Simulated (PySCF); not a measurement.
C5H12Si, SMILES C[C@@H]1C[C@@]1(C)[SiH3]. Coordinates come from a PBE-D3(BJ)/def2-SVP optimisation. The structure was generated by enumeration; whether it is a known compound was not checked.

All values below come from PBE-D3(BJ)/def2-SVP (PySCF).

Harmonic wavenumbers (cm⁻¹): 118, 153, 163, 177, 203, 268, 304, 363, 433, 572, 625, 630, 766, 816, 858, 889, 903, 916, 916, 938, 980, 1007, 1046, 1081, 1093, 1147, 1190, 1261, 1332, 1347, 1365, 1406, 1410, 1417, 1422, 1441, 2145, 2151, 2157, 2958, 2969, 3039, 3041, 3044, 3046, 3049, 3071, 3132. Rotational constants (GHz): 4.274, 1.884, 1.689; symmetry number 1.

Question: Work out the zero-point energy and the ideal-gas rigid-rotor harmonic-oscillator thermochemistry at 298.15 K and 1 atm.

Answer: ZPE = ½ Σ hcν = ½ × 64758 cm⁻¹ = 387.34 kJ/mol. H − E(el) = 412.58 kJ/mol. Entropy in J/(mol K): translation 166.21, rotation 115.31, vibration 87.68, total 369.20. G − E(el) = 302.51 kJ/mol. Cp = 143.39 J/(mol K). Modes under 150 cm⁻¹ make the vibrational entropy uncertain.
